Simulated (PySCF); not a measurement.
C4H7ClSi, SMILES [SiH3][C@@H]1C=C(Cl)C1.

The structure is a stationary point at B3LYP-D3(BJ)/def2-SVP. The structure was generated by enumeration; whether it is a known compound was not checked.

All values below come from ωB97X/def2-TZVP (PySCF).

Gas-phase values at a fixed geometry.

| Item | Result |
|---|---|
| total energy | -906.30001 hartree |
| highest occupied level | -9.28 eV |
| lowest empty level | 2.01 eV |
| orbital gap | 11.29 eV |
| dipole moment | 1.38 D |
| quadrupole, principal values (traceless, Buckingham form, about the centre of nuclear charge) | -5.68, 1.36, 4.32 D·Å |
| mean static polarisability | 84.1 bohr³ (12.47 Å³) |
| polarisability, principal values | 65.8, 76.0, 110.6 bohr³ |
